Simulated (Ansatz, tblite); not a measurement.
Cost and result up the ladder for cis-Sn(H2O)2Cl4 (SnCl4O2H4) (11 atoms). The state is a singlet with charge 0. Geometry: PBE0-D4/def2-SVP.

```tsv
atom	x (Å)	y (Å)	z (Å)
Sn1	-0.194	0.620	-0.400
O2	0.859	0.073	1.612
H3	0.093	0.067	2.212
H4	1.381	0.855	1.850
Cl5	-1.416	0.655	-2.418
O6	-0.346	-1.705	-0.560
H7	0.482	-1.901	-1.031
H8	-1.062	-1.874	-1.192
Cl9	0.316	2.856	0.157
Cl10	1.938	0.034	-1.308
Cl11	-2.049	0.321	1.079
```

Ansatz on 4 threads of AMD EPYC 7B13 on a shared host; xTB runs through tblite on one thread. Times are rough, summed over both states, and most runs start from the orbitals of an earlier one. PBE0-D4/def2-TZVP serves as the yardstick here, not as an exact answer. The other state is a triplet.

In the def2 sets Sn takes a core potential; there is no spin–orbit coupling. The xTB rows come from tblite. HOMO above LUMO, or a gap near zero within one spin, warns that the state may not be the lowest or that an electron is smeared out.

xTB has no spin-polarisation term.

```
                         level  functions  vertical triplet (eV)  difference from PBE0-D4/def2-TZVP (eV)                                  remarks
             PBE0-D4/def2-TZVP        284                   4.47                                    0.00                                        –
                      GFN2-xTB         57                   2.17                                   -2.30                                        –
PBE-D4/def2-TZVP (with forces)        284                   3.76                                   -0.71  gap within one spin near zero (triplet)
                      GFN1-xTB         61                   2.67                                   -1.80                                        –
           r2SCAN-D4/def2-TZVP        284                   4.12                                   -0.35  gap within one spin near zero (triplet)
```

(1) Estimate how long each takes.

Answers

(1) GFN1-xTB 0.028 s; GFN2-xTB 0.033 s; PBE-D4/def2-TZVP (with forces) 12 s; r2SCAN-D4/def2-TZVP 26 s; PBE0-D4/def2-TZVP 33 s. On shared hardware such times vary by a factor of up to 3.
